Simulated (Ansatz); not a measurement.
Calculated with Ansatz (gas phase, PBE0-D4/def2-TZVP geometries, no zero-point term in ΔE). CCSD(T)/CBS adds triple-zeta CCSD(T) − MP2 to the extrapolated MP2 energy (def2 sets, frozen cores). This one scheme is used for every species. DFT in def2-TZVPP. Triplets are unrestricted, without spin–orbit coupling. For Se outer-core shells are correlated without core-valence functions, which leaves a few kJ/mol of doubt a bond. Scalar relativity is left out up to krypton.

Consider the formal loss of a carbene: `CC=[Se]` → `C=[Se]` + `[CH2]` (triplet).

(1) Is it downhill or uphill in electronic energy at CCSD(T)/CBS, and by how much? (Estimate.)

(2) What do these levels give: r2SCAN-D4, B97M-V, PBE0-D4, r2SCAN0, CCSD(T)/def2-SVP, CCSD/CBS(def2)? (Estimate.)

(3) What do rigid-rotor, harmonic-oscillator terms from PBE0-D4/def2-TZVP frequencies (298.15 K, 1 bar) make of the CCSD(T)/CBS value? (An estimate is asked.)

Largest T1 diagnostic among the species: 0.016.

Answers

(1) Ansatz gave: Uphill: ΔE = +459.3 kJ/mol.

(2) Computed: r2SCAN-D4 444.2, B97M-V 465.3, PBE0-D4 462.5, r2SCAN0 437.6, CCSD(T)/def2-SVP 440.0, CCSD/CBS(def2) 447.9 kJ/mol.

(3) Ansatz gave: ΔZPE = -30.2 kJ/mol, ΔH = +436.2 kJ/mol, ΔS = 154 J/(mol·K), ΔG = +390.3 kJ/mol. Open shells count their whole term as degenerate.

Leaving LDA and LC-ωPBE aside and taking each functional with its dispersion term where it has one, the values, not all of them listed here, spread over 32.8 kJ/mol, from r2SCAN0-D4 to PBE-D4. LDA lies +76.6 kJ/mol from PBE without D4. From PBE to PBE0 (25 % exact exchange), in def2-TZVPP and without D4, ΔE moves by −8.7 kJ/mol.
